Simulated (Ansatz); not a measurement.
Cost and result for the atomization energy of CH2ClGaO (6 atoms, 4 bonds).

Cartesian coordinates in Å:
```
Cl -2.068 -0.870 0.778
Ga -1.164 -1.781 -1.097
C 0.807 0.674 0.095
O 0.765 -0.119 -0.811
H 0.006 0.720 0.851
H 1.655 1.375 0.184
```

The species carries charge 0 and has multiplicity 1. Correlated methods include outer-core shells of Ga, which these sets cover unevenly. Scalar relativity is left out up to krypton. The bonds changed during the relaxation, so this is another structure than the one it started from. Geometry: relaxed with PBE0-D4/def2-TZVP. Program: Ansatz. All runs use 2 threads of an Arm Neoverse V1 on a shared host. Times are those of one run each, without the atoms' runs, and a repeat can differ threefold. Electronic energies, without spin–orbit coupling; frozen cores. CCSD(T)/CBS adds CCSD(T) − MP2 in def2-TZVPP to the MP2 limit, and its time is that of the two runs behind it. T1 = 0.015. With those shells the extrapolation isn't a true limit. HSE06 is the plane-wave form, built on full-range PBE exchange.

CCSD(T)/CBS is a level of theory with its own doubt, some kJ/mol a heavy atom from the limit and from the frozen cores, so smaller differences don't rank the functionals.

| level | functions | wall time |
| --- | --- | --- |
| LDA (SPW92)/def2-TZVPP | 180 | 1.4 s |
| revPBE-D4/def2-TZVPP | 180 | 2.2 s |
| BHLYP-D4/def2-TZVPP | 180 | 3.7 s |
| HSE06-D4/def2-TZVPP | 180 | 3.9 s |
| CAM-B3LYP-D4/def2-TZVPP | 180 | 4 s |
| CCSD(T)/def2-SVP | 88 | 4.3 s |
| r2SCANh-D4/def2-TZVPP | 180 | 6.5 s |
| PBE-QIDH/def2-TZVPP | 180 | 6.5 s |
| B97M-V/def2-TZVPP | 180 | 10 s |
| ωB97M-V/def2-TZVPP (with forces) | 180 | 13 s |
| MP2/def2-QZVPP | 333 | 22 s |
| CCSD(T)/def2-TZVPP | 180 | 76 s |
| CCSD(T)/CBS(def2) | – | 97 s |

What atomization energy does each give, and how far from CCSD(T)/CBS? (Best estimate.)

Computed: 
| level | atomization (kcal/mol) | difference from CCSD(T)/CBS | per bond |
| --- | --- | --- | --- |
| LDA (SPW92)/def2-TZVPP | 574.4 | 78.4 | 19.6 |
| revPBE-D4/def2-TZVPP | 495.8 | -0.2 | 0.0 |
| BHLYP-D4/def2-TZVPP | 471.7 | -24.3 | -6.1 |
| HSE06-D4/def2-TZVPP | 493.9 | -2.1 | -0.5 |
| CAM-B3LYP-D4/def2-TZVPP | 493.8 | -2.2 | -0.5 |
| CCSD(T)/def2-SVP | 467.6 | -28.4 | -7.1 |
| r2SCANh-D4/def2-TZVPP | 489.8 | -6.2 | -1.5 |
| PBE-QIDH/def2-TZVPP | 487.8 | -8.2 | -2.0 |
| B97M-V/def2-TZVPP | 496.0 | 0.0 | 0.0 |
| ωB97M-V/def2-TZVPP (with forces) | 496.0 | 0.0 | 0.0 |
| MP2/def2-QZVPP | 504.2 | 8.2 | 2.1 |
| CCSD(T)/def2-TZVPP | 480.4 | -15.6 | -3.9 |
| CCSD(T)/CBS(def2) | 496.0 | 0.0 | 0.0 |

From BLYP to BHLYP (50 % exact exchange), in def2-TZVPP and without D4, the atomization energy moves by −24.8 kcal/mol: exact exchange takes away binding that semilocal exchange gives to molecules. Leaving LDA and LC-ωPBE aside and taking each functional with its dispersion term where it has one, the values, not all of them listed here, spread over 38.6 kcal/mol, from BHLYP-D4 to PBE-D4. LDA lies +67.5 kcal/mol from PBE without D4, its usual overbinding. The D4 term adds +5.6 kcal/mol with B3LYP and +2.9 kcal/mol with PBE0; it sums over pairs of atoms, weighted by their polarisabilities, and B3LYP, whose exchange is more repulsive, gets the larger term.

B3LYP here is the variant with VWN-RPA as its local correlation; programs differ in this.
